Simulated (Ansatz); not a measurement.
One change: `CN[SiH2][AlH2]` becomes `BN[SiH2]NC`.

Ansatz, PBE0-D4/def2-TZVP geometries, multiplicity 1. Each molecule was computed in one conformer, which needn't be the lowest.

```
                                          property  `CN[SiH2][AlH2]`
              HOMO–LUMO gap (PBE0/def2-TZVPP) / eV              4.31
size of the dipole moment (ωB97M-V/def2-TZVPP) / D              1.25
                 LUMO energy (PBE/def2-TZVPP) / eV             -2.68
           HOMO–LUMO gap (ωB97M-V/def2-TZVPP) / eV              8.03
  size of the dipole moment (B3LYP/def2-TZVPP) / D              1.26
             HOMO energy (ωB97M-V/def2-TZVPP) / eV             -8.34
```

Problem. What does the change do to each property? (An estimate is asked.)

Solution. The calculation gave: 
```
                                          property  `BN[SiH2]NC`  shift
              HOMO–LUMO gap (PBE0/def2-TZVPP) / eV          6.98   2.67
size of the dipole moment (ωB97M-V/def2-TZVPP) / D          2.46   1.21
                 LUMO energy (PBE/def2-TZVPP) / eV         -0.98   1.70
           HOMO–LUMO gap (ωB97M-V/def2-TZVPP) / eV         11.14   3.11
  size of the dipole moment (B3LYP/def2-TZVPP) / D          2.46   1.20
             HOMO energy (ωB97M-V/def2-TZVPP) / eV         -9.35  -1.01
```

With PBE0 the HOMO falls by 0.76 eV and the LUMO rises by 1.91 eV, so the gap widens by about 2.67 eV. PBE moves the HOMO by -0.60 eV and ωB97M-V by -1.01 eV. Dipoles are sizes alone; their direction can turn.

B3LYP here is the variant with VWN-RPA as its local correlation; programs differ in this.
